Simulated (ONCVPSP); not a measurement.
# helium (He): variants of one ONCV potential

Base potential:

helium (He), optimised norm-conserving Vanderbilt (ONCV), made with ONCVPSP 4.0.1 (PBEsol, scalar-relativistic). Core none, reference 1s2. Waves: 1s: rc 0.70 bohr, ncon 4, nbas 8, qcut 7.2 1/bohr, local. Local part: the s channel. Core correction: none.

All-electron outer shells of the reference configuration (PBEsol, scalar-relativistic, ld1.x):

```csv
shell,level (eV),outermost node (bohr),outermost maximum (bohr)
1s,-15.50,–,0.57
```

Cutoffs, loose and tight: the cutoffs (Ha) at which the residual kinetic energy of the hardest occupied pseudo-wave falls to 1 and 0.1 mHa per electron. They do not see the model core or the augmentation charge, which bear on the density cutoff. Test errors are all-electron minus pseudo excitation energies from the reference, over the configurations 1s1; 1s1.5. A dash means not determined; rows that change the core or the reference have their own tests.

```tsv
change	outcome	cutoff, loose	cutoff, tight	bound ghosts	GHOST(+) flags above zero	largest test error (meV)
base	generated	270 Ha	355 Ha	none	none	+28
s: qcut 4.9	generated	316 Ha	374 Ha	none	none	+36
s: nbas 9	generated	279 Ha	482 Ha	none	none	+31
```

Task: What comes out with this change to the base: s: rc 0.52?

Result: outcome: generated; cutoff, loose: 497 Ha; cutoff, tight: 638 Ha; bound ghosts: none; GHOST(+) flags above zero: none; largest test error (meV): +8.1.

Task: What comes out with this change to the base: s: rc 0.56?

Result: outcome: generated; cutoff, loose: 437 Ha; cutoff, tight: 556 Ha; bound ghosts: none; GHOST(+) flags above zero: none; largest test error (meV): +11.

Task: What comes out with this change to the base: s: nproj 1; local potential polynomial inside 0.55 bohr (lpopt 5, dvloc0 0 Ha)?

Result: outcome: generated; cutoff, loose: 270 Ha; cutoff, tight: 355 Ha; bound ghosts: none; GHOST(+) flags above zero: none; largest test error (meV): +33.
